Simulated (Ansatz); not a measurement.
GeH$_{8}$OSi$_{2}$, SMILES `[SiH3][O][GeH2][SiH3]`, relaxed with RKS PBE0-D4/def2-TZVP in Ansatz from a PBE-D4/def2-SVP geometry. The force threshold is 0.005 eV/Å; the program also tests the step.

The species carries charge 0 and has multiplicity 1.

Start:

```xyz
12

Si   -1.166    0.083   -2.232
O    -0.523    0.341   -0.707
Ge    0.505   -0.704    0.356
Si    0.879    0.621    2.311
H    -2.090   -1.111   -2.245
H    -1.940    1.311   -2.615
H    -0.081   -0.158   -3.253
H    -0.276   -2.024    0.636
H     1.812   -1.048   -0.423
H     1.583    1.893    1.930
H    -0.437    0.945    2.960
H     1.735   -0.150    3.280
```

(1) How much energy does the relaxation release, and in how many steps? (Best estimate.)

(2) Which bonds change most? (An estimate is asked.)

(3) Give the relaxed structure. (An estimate is asked.)

## Answers

(1) Computed: 5.55 kJ/mol, in 6 steps, 1 of them rejected.

(2) Ansatz gave: Si1–O2 from 1.675 to 1.634 Å; O2–Ge3 from 1.811 to 1.786 Å; Si1–H7 from 1.509 to 1.490 Å; Si1–H5 from 1.509 to 1.490 Å.

(3) Ansatz gave: 
```xyz
12

Si   -1.153    0.081   -2.207
O    -0.517    0.313   -0.721
Ge    0.498   -0.696    0.348
Si    0.870    0.622    2.294
H    -2.067   -1.096   -2.221
H    -1.916    1.299   -2.579
H    -0.083   -0.156   -3.217
H    -0.275   -2.003    0.624
H     1.790   -1.037   -0.424
H     1.568    1.878    1.920
H    -0.430    0.941    2.936
H     1.715   -0.146    3.248
```
